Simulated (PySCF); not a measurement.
Computed shifts of a molecule C3H6O2Si, KT2/pcSseg-1 run with PySCF, GIAO, gas phase, atoms alike by connectivity averaged where their shifts nearly agree, in ppm (number of nuclei): ¹³C: 89.5 (1), 79.9 (1), 1.7 (1). ²⁹Si: -24.9 (1). ¹H: 2.51 (1), 2.30 (1), 1.89 (1), 0.51 (3). References: ¹³C against TMS (σ = 185.1 ppm); ²⁹Si against TMS (σ = 361.9 ppm); ¹⁷O against H2O (σ = 330.4 ppm); ¹H against TMS (σ = 31.47 ppm), references at their B3LYP-D3(BJ)/def2-TZVP geometries, non-relativistic. Geometry optimised at B3LYP-D3(BJ)/def2-SVP. Other conformers were not sampled.

### Question
Identify the compound among the candidates.
A) O=CCC(=O)[SiH3]
B) O[SiH2]C1=CCO1
C) C#C[Si](C)(O)O
D) O=C1COC[SiH2]1

### Answer
C, C#C[Si](C)(O)O
